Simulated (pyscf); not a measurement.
**Four-centre exchange: SbH₃ (SMILES [SbH3]) + H₃C–Zn–CH₃ (SMILES [CH3][Zn][CH3]) → H₃C–SbH₂ (SMILES [CH3][SbH2]) + H₃C–ZnH (SMILES [CH3][ZnH])**

Gas phase, singlet surface, charge 0. Bonds broken: Sb1–H2, Zn5–C6. Bonds formed: Sb1–C6, H2–Zn5. Single points on ωB97X-D3(BJ)/def2-SVP structures (PySCF, gas phase).

Transition state (Å):

```xyz
13

Sb    -2.6946    -0.7058     0.1921
H     -1.5306    -0.3923     1.8453
H     -2.2140    -2.2902     0.6797
H     -2.2901    -1.1724    -1.4289
Zn    -0.2767     0.3259     1.0130
C     -1.1833     1.1330    -0.7583
C      1.5848     0.7658     1.4279
H     -0.4595     0.8153    -1.5251
H     -0.8628     2.1109    -0.3476
H     -2.1376     1.3325    -1.2647
H      1.6394     1.6482     2.0881
H      2.0973    -0.0603     1.9468
H      2.1547     1.0006     0.5137
```

One imaginary mode, 427i cm⁻¹; descent along it reached the two sides named, in the forms told below.

```json
[
 {"bond": "Sb1–H2", "change": "breaks", "reactant side (Å)": "1.710", "saddle": "2.046", "product side": "3.3"},
 {"bond": "Zn5–C6", "change": "breaks", "reactant side (Å)": "1.955", "saddle": "2.147", "product side": "3.0"},
 {"bond": "Sb1–C6", "change": "forms", "reactant side (Å)": "3.6", "saddle": "2.563", "product side": "2.166"},
 {"bond": "H2–Zn5", "change": "forms", "reactant side (Å)": "2.6", "saddle": "1.668", "product side": "1.558"}
]
```

Electronic energies relative to the separated reactants (kJ/mol):

| level | barrier | reaction energy | reverse barrier |
|---|---|---|---|
| ωB97X-D3(BJ)/def2-TZVP | 124.5 | +8.0 | 116.5 |
| PBE/def2-TZVP | 139.3 | +15.8 | 123.4 |
| r²SCAN/def2-TZVP | 133.3 | +14.2 | 119.1 |
| B3LYP-D3(BJ)/def2-TZVP | 146.3 | +11.2 | 135.1 |
| PBE0-D3(BJ)/def2-TZVP | 134.4 | +13.0 | 121.3 |
| M06-2X/def2-TZVP | 134.9 | +10.9 | 124.1 |
| ωB97M-D3(BJ)/def2-TZVP | 152.9 | +12.6 | 140.3 |
| HF/def2-TZVP | 210.1 | +5.8 | 204.2 |

With ωB97M-D3(BJ)/def2-TZVP energies and thermal terms (ideal gas, 1 atm, RRHO with modes under 100 cm⁻¹ raised to 100, one conformer, R ln 2 for chiral ones without a mode under 150 cm⁻¹), in kJ/mol:

```csv
T (K),ΔH‡,ΔG‡,ΔH,ΔG
298,154.8,197.2,+13.5,+11.0
600,156.3,239.7,+13.0,+8.8
900,158.8,280.9,+13.0,+6.7
1200,161.5,321.2,+12.9,+4.6
```

On the reactant side the descent ends in a complex (not fully relaxed), 17.0 kJ/mol under the separated species and 141.5 kJ/mol under the saddle at ωB97X-D3(BJ)/def2-TZVP. On the product side the descent ends in a complex (not fully relaxed), 21.2 kJ/mol under the separated species and 137.7 kJ/mol under the saddle at ωB97X-D3(BJ)/def2-TZVP. At the saddle there is also a short Sb–Zn contact that neither side keeps. One saddle was located; it need not be the lowest between these sides. Elements up to Kr have no core potential and no relativistic terms here. Elements past Kr carry the def2 core potentials, without spin-orbit coupling.
